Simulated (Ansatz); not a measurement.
System: sum formula H3BNO2 (charge -1, singlet). It need not be the lowest isomer of its formula. Whether it binds its extra electron was not tested at this geometry. 
Structure (B3LYP-D3(BJ)/def2-TZVP (Ansatz, a program for electronic structure) minimum search):
```xyz
7

N      1.4011    -0.0468    -0.1223
B     -0.0756     0.1361    -0.0123
O     -0.7385     1.2254    -0.2387
O     -0.6849    -1.1133     0.4231
H      1.8477     0.6224    -0.7304
H      1.7278    -0.9833    -0.3159
H     -1.6183    -0.8889     0.4884
```
Charge -1, spin multiplicity 1.

Total electronic energies in hartree. Cores are frozen in the correlated levels unless marked. No spin-orbit coupling. Non-relativistic. CBS marks a two-point X^-3 extrapolation of the correlation energy; Hartree-Fock from the larger set.

```tsv
level	program	energy (Eh)
RI-HF/cc-pVQZ	Ansatz	-230.85079
SVWN5/def2-TZVPD	Ansatz	-230.33196
BLYP-D3(BJ)/def2-TZVPD	Ansatz + dftd3	-232.08357
BLYP-D4/def2-TZVPD	Ansatz + dftd4	-232.08570
revPBE-D3(BJ)/def2-TZVPD	Ansatz + dftd3	-232.05599
B3LYP-D4/def2-TZVPD	Ansatz + dftd4	-232.13899
PBE0-D3(BJ)/def2-TZVPD	Ansatz + dftd3	-231.86325
PBE0/def2-TZVPD	Ansatz	-231.86044
HSE06/def2-TZVPD	Ansatz	-231.84927
CAM-B3LYP-D3(BJ)/def2-TZVPD	Ansatz + dftd3	-232.04445
CAM-B3LYP/def2-TZVPD	Ansatz	-232.04206
B2GP-PLYP-D3(BJ)/def2-TZVPD	Ansatz + dftd3	-231.92060
B2PLYP-D3(BJ)/def2-TZVPD	Ansatz + dftd3	-231.96499
MP2/6-31G*	Ansatz	-231.32169
MP2/cc-pVQZ	Ansatz	-231.72366
RI-MP2/cc-pVQZ	Ansatz	-231.72333
SCS-MP2/6-31G	Ansatz	-231.03802
SCS-MP2/cc-pVDZ	Ansatz	-231.35504
SCS-MP2/cc-pVTZ	Ansatz	-231.61970
CCSD/cc-pVTZ	Ansatz	-231.64547
CCSD(T)/cc-pwCVTZ	Ansatz	-231.69333
CCSD(T)/cc-pV5Z	Ansatz	-231.78703
CCSD(T)/CBS(aug-cc-pVTZ,aug-cc-pVQZ)	Ansatz	-231.8070
```

Totals of different functionals don't rank their quality; only differences between species are comparable.
